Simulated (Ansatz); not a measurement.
Harmonic frequencies (cm⁻¹) at PBE0-D4/def2-TZVP from Ansatz: 227, 290, 342, 345, 451, 476, 536, 660, 683, 693, 751, 832, 885, 918, 1363, 1953, 1965, 2226, 2249, 3124, 3208.

Which molecule is it?
A. `[CH2]1[SiH2][SnH2]1`
B. `[CH3][SnH]([OH])[SH]`
C. `[Cl][GeH]1[NH]C[O]1`
D. `[NH2][Al]([OH])[CH]=O`

A.
